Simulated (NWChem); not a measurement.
AlH2SeOF; SMILES [OH][Al]([F])[SeH]

```xyz
6

Al    -0.0054    -0.9761     0.0000
F     -1.4413    -1.8122     0.0000
O      1.4784    -1.7834     0.0000
H      1.6103    -2.7328     0.0000
Se    -0.0534     1.3135     0.0000
H      1.4184     1.3415     0.0000
```
Atoms are numbered in this order, from 1.

Program: NWChem. Pople sets run with spherical d functions. All runs use the structure optimised with PBE0/def2-SVP.

### Question
Taking B3LYP/6-311G** as the yardstick, which of these has the fewest basis functions while keeping “dipole (D)” within 0.1 D of it: B3LYP/STO-3G; B3LYP/3-21G; B3LYP/6-31G*?

### Answer
B3LYP/6-31G*.
```json
[
 {"level": "B3LYP/STO-3G", "basis functions": "39", "dipole (D)": "2.75", "relative time (rough)": "1"},
 {"level": "B3LYP/3-21G", "basis functions": "57", "dipole (D)": "2.21", "relative time (rough)": "1"},
 {"level": "B3LYP/6-31G*", "basis functions": "82", "dipole (D)": "1.78", "relative time (rough)": "5"},
 {"level": "B3LYP/6-311G**", "basis functions": "118", "dipole (D)": "1.70", "relative time (rough)": "7"}
]
```

The yardstick is one finite set, not the basis-set limit.
